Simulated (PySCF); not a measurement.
An unknown gives this computed stick spectrum. Theory: TDDFT PBE0/def2-SVPD, vertical, gas phase, core orbitals frozen in the response in PySCF. Geometries: GFN2-xTB, one conformer each.

```csv
state,E (eV),f
S1,7.06,0.0043
S2,7.49,0.033
S3,7.63,0.018
S4,7.86,0.027
S5,8.07,0.027
S6,8.19,0.0081
S7,8.51,0.156
S8,8.54,0.017
```

Question: Which candidate is it?
A. `CO[SiH2]CCCF`
B. `F/C=C\C(OCC)=O`
C. `O=C1C[C@H](CCF)O1`

Answer: A. Its S1, at 7.06 eV, is the highest among the candidates; the nearest of the others has S1 at 5.99 eV. S1 is HOMO→LUMO (97%). Löwdin shares by element: HOMO oxygen 50%, silicon 14%, carbon 10% or more, hydrogen 8% or more (atoms not listed hold the other 19%); LUMO silicon 27%, hydrogen 21% or more, carbon 15% or more (atoms not listed hold the other 37%). At the same level the other candidates give, for their lowest levels:
- `O=C1C[C@H](CCF)O1`: 5.99 eV (f 0.000); 7.76 eV (f 0.025); 7.89 eV (f 0.044); 8.18 eV (f 0.050); 8.31 eV (f 0.013); T1 5.44 eV; HOMO -8.25, LUMO 0.04 eV
- `CCOC(=O)/C=C\F`: 5.04 eV (f 0.001); 6.39 eV (f 0.264); 6.62 eV (f 0.169); 7.01 eV (f 0.003); 7.60 eV (f 0.030); T1 3.96 eV; HOMO -8.16, LUMO -1.33 eV

Conformer computed: `[CH3:1][O:2][SiH2:3][CH2:4][CH2:5][CH2:6][F:7]`: C1–O2–Si3–C4 -179°, O2–Si3–C4–C5 -177°, Si3–C4–C5–C6 -178°, C4–C5–C6–F7 -178°.
Triplets come from the Tamm–Dancoff approximation.

Without π bonds the low states may be Rydberg-like; a valence basis with one diffuse set may place them up to an eV too high.
